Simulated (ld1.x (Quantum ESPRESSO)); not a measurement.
# Reading a pseudo-wave (Nb)

Columns: radius, all-electron u(r) and pseudo u(r) of the 4d shell (level -3.63 eV) of niobium in the configuration [Kr] 4d4 5s0.5 5p0.5; PBE, scalar-relativistic, RRKJ scheme, ld1.x (Quantum ESPRESSO) 7.5.

| r (bohr) | all-electron | pseudo |
| --- | --- | --- |
| 0.195 | 0.2709 | -0.0090 |
| 0.390 | 0.2403 | -0.0651 |
| 0.585 | -0.0515 | -0.1872 |
| 0.780 | -0.3347 | -0.3555 |
| 0.975 | -0.5338 | -0.5252 |
| 1.170 | -0.6474 | -0.6524 |
| 1.365 | -0.6961 | -0.7161 |
| 1.560 | -0.7019 | -0.7226 |
| 1.755 | -0.6820 | -0.6938 |
| 1.950 | -0.6480 | -0.6514 |
| 2.145 | -0.6071 | -0.6072 |
| 2.340 | -0.5636 | -0.5636 |
| 2.535 | -0.5203 | -0.5203 |
| 2.730 | -0.4783 | -0.4783 |
| 2.925 | -0.4386 | -0.4386 |
| 3.120 | -0.4014 | -0.4014 |
| 3.315 | -0.3667 | -0.3667 |
| 3.510 | -0.3347 | -0.3347 |
| 3.705 | -0.3051 | -0.3051 |
| 3.900 | -0.2779 | -0.2779 |
| 4.095 | -0.2529 | -0.2529 |
| 4.290 | -0.2300 | -0.2300 |
| 4.485 | -0.2091 | -0.2091 |
| 4.680 | -0.1900 | -0.1900 |
| 4.875 | -0.1725 | -0.1725 |
| 5.070 | -0.1565 | -0.1565 |

How many radial nodes do the two functions have?

The all-electron 4d function has n − l − 1 = 1; the pseudo-wave has 0, since the states of the same l below it are removed with the core.

At about which radius was the pseudo-wave matched?

2.25 bohr, where the columns begin to agree (steps of 0.20 bohr).

Where does each function peak?

Outermost all-electron maximum near 1.56 bohr, pseudo maximum near 1.56 bohr (to the table’s step).

Is the pseudo-wave norm-conserving?

Yes: the RRKJ scheme keeps the norm inside the radius equal to the all-electron one, which fixes the energy derivative of the logarithmic derivative at the level.
